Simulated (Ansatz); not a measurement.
Breaking the Cd1–H2 bond in CH4Cd (SMILES [CH3][CdH]) (multiplicity 1 held, fragments rigid). Energies count from the point at 1.682 Å.
Geometry at that point (charge 0, multiplicity 1):
```xyz
6

Cd    -0.28069    -0.15103    -0.04142
H     -1.74995    -0.94161    -0.25822
C      1.58135     0.85090     0.23335
H      2.03124     0.55928     1.18282
H      1.43289     1.93112     0.23533
H      2.27073     0.59541    -0.57191
```

Restricted levels (R-, RO-) in cc, def2 and unpolarised 6-31G sets keep to the state of the molecule at rest. Unrestricted levels (U-) break spin symmetry where that is lower. Active spaces are followed from a long bond inwards. Levels need not reach the same state.

Frozen-core correlation.

The values were computed with Ansatz (Gaussian basis) for Hartree–Fock, density functionals and correlated methods. Each number belongs to the level named beside it. In def2 rows elements past Kr take small-core potentials, without spin–orbit coupling.

Energies in kJ/mol.

| R (Å) | R-HF/def2-SVP | R-MP2/def2-SVP | R-SCS-MP2/def2-SVP | U-CCSD(T)/def2-SVP | CASSCF(2,2)/def2-SVP | FIC-MRCISD+Q on CASSCF(2,2)/def2-SVP |
|---|---|---|---|---|---|---|
| 1.346 | 127 | 99 | 104 | 107 | 133 | 108 |
| 1.514 | 28 | 17 | 19 | 20 | 32 | 21 |
| 1.682 | 0 | 0 | 0 | 0 | 0 | 0 |
| 1.851 | 9 | 16 | 15 | 13 | 4 | 12 |
| 2.019 | 36 | 48 | 46 | 41 | 25 | 40 |
| 2.271 | 93 | 109 | 105 | 95 | 70 | 94 |
| 2.524 | 155 | 172 | 167 | 150 | 117 | 147 |
| 2.944 | 252 | 264 | 256 | 225 | 183 | 217 |
| 3.365 | 334 | 336 | 325 | 270 | 227 | 261 |
| 3.870 | 414 | 396 | 382 | 288 | 253 | 285 |
| 4.543 | 495 | 439 | 419 | 293 | 265 | 295 |
| 5.384 | 564 | 442 | 411 | 293 | 268 | 298 |

Doubts at one or more of the structures used: a restricted determinant that unrestricted orbitals would lower (R-HF/def2-SVP, R-MP2/def2-SVP, R-SCS-MP2/def2-SVP); a spin-contaminated determinant (U-CCSD(T)/def2-SVP).

Ansatz is a program for electronic structure.
